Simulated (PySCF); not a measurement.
Input for PySCF:
```python
from pyscf import gto, scf, dft

mol = gto.M(
    atom='''
Te    0.00000000    0.00000000    0.00000000
''',
    basis='def2-tzvp',
    ecp={'Te': 'def2-tzvp'},
    spin=2,
    verbose=4,
)

mf = dft.UKS(mol)
mf.xc = 'b3lyp'
mf.kernel()
mf.analyze()
```

Task: What does this run give for the total energy, dipole moment, number of basis functions?

Result: 
The total energy comes out as -268.0739 Eh. The dipole moment is 0.00 D and the number of basis functions is 50.

These values belong to the state on which the SCF converged, which isn't shown to be the lowest.
